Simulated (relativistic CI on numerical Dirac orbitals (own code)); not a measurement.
**The 32-electron sequence from Ge to Ag¹⁵⁺**

These numbers are calculated, not measured: Dirac-Coulomb-Breit CI, separate exchange-only KLI orbitals for each configuration, a model potential for QED, valence Slater integrals scaled by 0.9, P86 correlation energy added to each configuration (own radial code, finite nucleus).

Configuration list (outside the closed core [Ar] 3d10): 4s²4p², 4s4p³, 4p⁴, 4s²4p4d, 4s4p²4d, 4s²4p4f, 4s²4d², 4s4d³. Double excitations out of closed p, d and f shells are left out; levels of such configurations are missing from the list, as are those of other unlisted configurations, and high levels can miss mixing partners.

Energies above each ion's lowest level, in cm⁻¹. Levels are followed by their leading LS label, which can pass from one level to another where the coupling changes.

```tsv
Ion	4s²4p² ³P0	4s²4p² ³P1	4s²4p² ³P2	4s²4p² ¹D2	4s²4p² ¹S0
Ge	0.0	504.0	1300.3	8355.9	15227.2
As⁺	0.0	992.0	2421.2	11295.5	22097.8
Se²⁺	0.0	1650.2	3808.5	14074.2	27777.0
Br³⁺	0.0	2513.4	5482.3	16987.9	33148.9
Kr⁴⁺	0.0	3616.0	7457.1	20237.8	38634.8
Rb⁵⁺	0.0	4995.6	9749.4	23982.4	44455.5
Sr⁶⁺	0.0	6691.4	12379.4	28351.2	50763.9
Zr⁸⁺	0.0	11198.0	18760.4	39388.5	65331.2
Nb⁹⁺	0.0	14094.6	22578.2	46245.2	73807.3
Mo¹⁰⁺	0.0	17479.1	26866.4	54111.7	83215.0
Tc¹¹⁺	0.0	21396.7	31668.4	63074.7	93654.4
Ru¹²⁺	0.0	25893.8	37030.2	73222.0	105225.0
Rh¹³⁺	0.0	31017.7	42999.7	84643.3	118026.9
Pd¹⁴⁺	0.0	36816.9	49626.7	97431.4	132161.3
Ag¹⁵⁺	0.0	43341.6	56962.6	111682.0	147731.6
```

The lowest level keeps the configuration 4s²4p² and J = 0 throughout.

Between Z = 44 and 47 the energy of 4s²4p² ³P1 follows a local power law Z^7.8. For orientation: electrostatic splittings inside a shell grow about linearly with the screened charge, excitations that change n as its square, and fine structure as its fourth power; written in Z itself the exponents are larger, since the screened charge grows faster in proportion.

The members near neutrality are the least accurate: they can be off by several eV, miss lower levels of configurations outside the list, or start from a wrong lowest level.
